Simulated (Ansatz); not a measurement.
The same molecule with X = O, S, Se. Ansatz, PBE0-D4/def2-TZVP geometries, multiplicity 1.

Scalar relativity is left out up to krypton.

```csv
X,molecule,mean X–C bond length / Å,size of the dipole moment (B3LYP/def2-TZVPP) / D,size of the dipole moment (PBE/def2-TZVPP) / D,HOMO–LUMO gap (PBE0/def2-TZVPP) / eV
S,`C=S`,1.599,1.68,1.61,4.16
Se,`C=[Se]`,1.741,1.51,1.43,3.65
```

Give the row for X = O, `C=O`. (Best estimate.)

Computed: 
| X | molecule | mean X–C bond length / Å | size of the dipole moment (B3LYP/def2-TZVPP) / D | size of the dipole moment (PBE/def2-TZVPP) / D | HOMO–LUMO gap (PBE0/def2-TZVPP) / eV |
| --- | --- | --- | --- | --- | --- |
| O | `C=O` | 1.195 | 2.31 | 2.12 | 6.56 |

From O to Se the mean X–C bond length rises at each step, by 0.546 Å in all; the HOMO–LUMO gap (PBE0/def2-TZVPP) falls at each step, by 2.91 eV in all. Bonds lengthen as the atom grows down the group. Dipoles are sizes alone, and their direction can turn along the series.

B3LYP here is the variant with VWN-RPA as its local correlation; programs differ in this.

Spin–orbit coupling is left out; it splits and shifts lone-pair levels of the heavy atoms by tenths of an eV.
